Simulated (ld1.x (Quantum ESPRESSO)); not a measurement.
What one change does to a pseudopotential (iron (Fe), PAW)

```
Element                 : iron
Generator               : ld1.x (Quantum ESPRESSO) 7.5
Type                    : PAW
Functional              : LDA (PZ)
Relativity              : scalar-relativistic
Frozen core             : [Ar]
Valence charge          : 8
Reference configuration : 3d6 4s1.75 4p0 (charge +0.25)
Partial waves           : 4s (bound): rcut 2.15, rcutus 2.90 bohr; 4s channel at -0.1 Ry: rcut 2.15, rcutus 2.90 bohr; 4p (bound, empty): rcut 3.20, rcutus 3.40 bohr; 4p channel at 0.25 Ry: rcut 3.20, rcutus 3.40 bohr; 3d (bound): rcut 0.80, rcutus 0.90 bohr; 3d channel at 3.35 Ry: rcut 0.80, rcutus 0.90 bohr
Local potential         : all-electron potential smoothed inside 2.00 bohr (lloc = -1)
Core correction         : a·sin(br)/r model core, default radius (core density twice the valence density)
Augmentation charge     : PSQ, inside the norm-conserving radii
```

Change: waves 3d (bound): rcut 0.80, rcutus 0.96 bohr; 3d channel at 3.35 Ry: rcut 0.80, rcutus 0.96 bohr.

Cutoffs: the cutoffs (Ry, on a coarse ladder) from which the occupation-weighted sum of valence levels, in a spherical-Bessel basis at the reference potential, stays within 10 and 1 mRy of its value at 400 Ry; they do not see the model core or the augmentation charge, which bear on the density cutoff. Errors are all-electron minus pseudo energies relative to the spin-unpolarised reference configuration.

Task: What does the change do?

Result: The potential gets softer (140 Ry and 230 Ry → 120 Ry and 200 Ry); of the 9 tests that both files solve, the error grows in 0 and shrinks in 1 by more than 15 % and 0.3 meV (median size 8.3 → 8.1 meV); neither file shows a bound ghost. A larger radius leaves more room for a smooth pseudo-wave, so fewer plane waves are needed.

| quantity | base | changed |
| --- | --- | --- |
| cutoff, loose | 140 Ry | 120 Ry |
| cutoff, tight | 230 Ry | 200 Ry |
| loose cutoff by channel (10 mRy a level) | s 6 Ry, d 110 Ry | s 6 Ry, d 100 Ry |
| bound ghosts | none | none |
| error for 3d6 4s2 4p0, meV [ΔE -1.58 eV] | +0.1 | +0.2 |
| error for 3d6 4s1 4p0, meV [ΔE 7.40 eV] | -1.2 | -1.1 |
| error for 3d6 4s0 4p0, meV [ΔE 23.89 eV] | -8.3 | -8.1 |
| error for 3d6 4s0 4p1, meV [ΔE 12.53 eV] | -1.0 | -0.9 |
| error for 3d6 4s0 4p2, meV [ΔE 7.03 eV] | +1.3 | +1.4 |
| error for 3d5 4s2 4p0, meV [ΔE 12.89 eV] | -60 | -15 |
| error for 3d6.5 4s1.5 4p0, meV [ΔE -2.33 eV] | -16 | -15 |
| error for 3d6 4s1.75 4p0 (spin-polarised), meV [ΔE -3.51 eV] | -13 | -13 |
| error for 3d6 4s2 4p0 (spin-polarised), meV [ΔE -4.97 eV] | -13 | -13 |
| s: phases at 3.71 bohr within 0.05 rad from the reference energy up to (Ry; the scan ends near 5) | 1.2 | 1.2 |
| p: phases at 3.71 bohr within 0.05 rad from the reference energy up to (Ry; the scan ends near 5) | 1.7 | 1.7 |
| d: phases at 3.71 bohr within 0.05 rad from the reference energy up to (Ry; the scan ends near 5) | to the end of the scan | to the end of the scan |
| lowest overlap eigenvalue by channel | s 0.33, p 0.64, d 1.00 | s 0.33, p 0.64, d 1.00 |
